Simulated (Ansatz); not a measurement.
Two structures, one formula

Two relaxed structures of LiGaH$_{2}$, closed shell (PBE0-D4/def2-TZVP; forces vanish, vibrations not checked).

A:

```xyz
4
angstrom
Li 1.0405 -0.3967 0.6221
Ga -1.1159 0.4255 -0.6672
H -0.1824 -1.1339 -0.3477
H 0.2384 1.1126 0.3812
```

B:

```xyz
4
angstrom
Li -1.9507 0.7423 -1.1669
Ga 0.1258 -0.0474 0.0753
H 0.6864 -1.5546 0.1542
H 1.1385 0.8597 0.9375
```

Ansatz 0.2.0; basis: def2-TZVPP; cores frozen in the correlated methods. Filled d shells of the heavier atoms are correlated. The outer core shell of Li, Na, Mg and K is correlated. The def2 sets are not built for correlating such inner shells, so the correlated values are less sure here. B3LYP uses VWN-RPA correlation.

Problem. Which structure is lower at CCSD(T), and by how much? (Judge from chemistry; the value comes from the calculation.)

Solution. Computed: A, by 0.323 eV (electronic energy, against the other). By their contacts, A is LiGaH₂ ([H]1[Li]2[H][Ga]12) and B is LiGaH₂ ([Li][GaH2]).

All methods give the same order:

```json
{"method": "PBE-D4", "E(B) − E(A) (eV)": "0.484"}
{"method": "r2SCAN-D4", "E(B) − E(A) (eV)": "0.375"}
{"method": "PBE0-D4", "E(B) − E(A) (eV)": "0.397"}
{"method": "B3LYP-D4", "E(B) − E(A) (eV)": "0.532"}
{"method": "wB97M-V", "E(B) − E(A) (eV)": "0.409"}
{"method": "HF", "E(B) − E(A) (eV)": "0.259"}
{"method": "MP2", "E(B) − E(A) (eV)": "0.267"}
{"method": "CCSD", "E(B) − E(A) (eV)": "0.314"}
{"method": "CCSD(T)", "E(B) − E(A) (eV)": "0.323"}
```

T1 diagnostic: at most 0.014. The restricted Hartree–Fock reference is unstable towards an unrestricted one at one or more of these structures.

Labels in which every atom is bracketed show which atoms are joined, not bond orders.

For scale, one of the runs: CCSD(T)/def2-TZVPP, 95 basis functions, launched by `ansatz run in.yaml --threads 2 --pin off --events-out ev --progress --plain --max-ram 4352MiB`. Hardware: 2 CPU threads of an Arm Neoverse V2, shared host. Wall time about 2.7 s.
